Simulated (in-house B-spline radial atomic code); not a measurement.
Si²⁺. Computed with a B-spline radial atomic code. Model: non-relativistic spherical atom: semilocal Troullier-Martins pseudo-atom, one channel per l, against all electrons, high spin, G0W0 and RPA with empty states to l = 8, local potential for every l without a channel, a model core (radius 0 = none) keeps its share of the functional.

What the tables leave out is listed at the end.

The pseudopotential gives back the lowest level of each angular momentum of its own functional in the configuration it was made in; a second state of the same l is only approximately right. Exact exchange, RPA and GW see the smooth pseudo-orbitals and miss the exchange with the core, for which the functional's share stands in. The column with an uncorrelated core keeps all orbitals and exact exchange, and so separates missing core correlation from pseudisation. Only the three outermost levels and the lowest empty one were computed. RPA here is direct RPA, with no exchange kernel, and its energies carry an (l + 1/2)⁻⁴ tail. A hybrid on a potential with a model core restores only its own semilocal share of the core's exchange.

Command:
```bash
python run_psgw.py task.json out
```
Settings (lengths in bohr, energies in hartree):
```
Z                      14
electrons              12
configuration          [Ne] 3s2
generated_in           [Ne] 3s2 3p2
functional             lda,vwn
core_shells            3
radius_factor          1.3
core_correction        True
ion_configuration      [Ne] 3s1
```

Time taken, with all properties: 10 s on 1 thread of Intel(R) Xeon(R) 6975P-C (Granite Rapids), with other jobs on the host.

Given: made with LDA VWN5; model core radius 1.151 bohr; local radius 2.379 bohr; mean-field start LDA VWN5.

Valence shells of the generating configuration: 3s, 3p.

Channel: s 2.306, p 2.79 (radii in bohr).

Computed: largest level miss in the spin-unpolarised generating configuration 0 eV; valence RPA correlation energy all-electron orbitals -0.091769 hartree; valence RPA correlation energy pseudo -0.094193 hartree; all-electron RPA polarisability, core included 8.9146 bohr³; pseudo-atom RPA polarisability 8.8848 bohr³; ionisation by mean-field all-electron 33.522 eV; ionisation by RPA pseudo minus all 0.479 eV.

```
     level  occupied  mean-field all-electron (eV)  mean-field pseudo minus all (eV)  G0W0 all-electron (eV)  G0W0 uncorrelated core minus all (eV)  G0W0 pseudo minus all (eV)  exchange self-energy all-electron (eV)  exchange self-energy pseudo (eV)
        3s         1                       -28.601                             0.045                 -33.787                                   0.25                      -0.148                                 -15.297                           -12.588
3p (empty)         0                       -20.665                             0.051                 -16.761                                  0.145                      -0.215                                 -4.5703                           -2.6653
```

What is the ionisation by RPA all-electron?

33.922 eV.

What is the ionisation by mean-field pseudo minus all?

0.012 eV.

Given: mean-field start PBE0.

Computed: valence RPA correlation energy all-electron orbitals -0.079286 hartree; valence RPA correlation energy pseudo -0.081626 hartree; pseudo-atom RPA polarisability 8.2767 bohr³; ionisation by mean-field pseudo minus all -0.273 eV; ionisation by RPA all-electron 33.716 eV; ionisation by RPA pseudo minus all -0.18 eV.

```csv
level,occupied,mean-field all-electron (eV),mean-field pseudo minus all (eV),G0W0 all-electron (eV),G0W0 uncorrelated core minus all (eV),G0W0 pseudo minus all (eV),exchange self-energy all-electron (eV),exchange self-energy pseudo (eV)
3s,1,-29.632,0.272,-33.705,0.245,0.425,-15.055,-12.396
3p (empty),0,-19.399,0.03,-16.695,0.133,0.06,-4.2854,-2.5982
```

What is the all-electron RPA polarisability, core included?

8.034 bohr³.

What is the ionisation by mean-field all-electron?

33.245 eV.

Among the listed levels the largest G0W0 shift of the pseudo-atom is +0.42 eV, for 3s on the PBE0 start, while leaving the core uncorrelated moves that level by +0.24 eV. The rest, +0.18 eV, comes from pseudisation and the lost core exchange. Not in the tables (levels of low weight, unsolved or above zero; the highest and the empty levels are kept at any weight): no Hartree-Fock pseudo-atom is run with a model core.
